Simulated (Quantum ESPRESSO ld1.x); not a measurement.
Results of a calculation; reference values are marked as such.
Problem. The mean radii <r> (bohr) of the occupied orbitals of an atom or ion are listed with their occupations. Code: ld1.x of Quantum ESPRESSO 7.5. Model: scalar-relativistic Kohn-Sham, LDA (Slater exchange, VWN5 correlation), spin-polarised, spherical densities, point nucleus.

orbital  occ.      <r>
1s down     1  0.01579
1s up       1  0.01579
2s up       1  0.06650
2s down     1  0.06649
2p up       3  0.06056
2p down     3  0.06055
3s up       1   0.1714
3s down     1   0.1712
3p up       3   0.1734
3p down     3   0.1732
3d up       5   0.1571
3d down     5   0.1568
4s up       1   0.3651
4s down     1   0.3656
4p up       3   0.3847
4p down     3   0.3855
4d up       5   0.3928
4d down     5   0.3939
4f up       7   0.3783

Name the element and its charge. Open shells, if any, are filled with parallel spins first.

Solution. Z = 83, bismuth, charge +30: Bi30+ in [Kr] 4d10 4f7. The 1s radius gives Z: for a bare nucleus <r> = (2 gamma + 1)/(2Z) with gamma = sqrt(1 - (Z/c)^2), 0.01561 bohr for Z = 83, and screening makes it slightly larger (0.01579 here). The occupations add up to 53, and the charge is Z minus that.
